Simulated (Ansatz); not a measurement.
COOs, SMILES [O+]#[C-]->[Os] (connectivity only; charge and spin as stated), neutral, multiplicity 3.

Geometry: B3LYP-D3(BJ)/def2-TZVP. The spin state was assumed, not searched. The def2 effective core potentials stand for the cores of Os; spin–orbit coupling is left out.

Two levels are set side by side: PBE/def2-TZVPD (Ansatz, a program for electronic structure) and PBE0/def2-TZVPD (Ansatz). Energy differences of separate SCF runs at the same geometry; the states with an electron removed or added have multiplicity 4 and 2. Differences are taken from unrounded values.

```json
[
 {"quantity": "vertical ionisation energy (eV)", "PBE0": "7.95", "PBE": "8.24", "PBE minus PBE0": "0.29"},
 {"quantity": "vertical electron affinity (eV)", "PBE0": "1.22", "PBE": "1.43", "PBE minus PBE0": "0.21"}
]
```
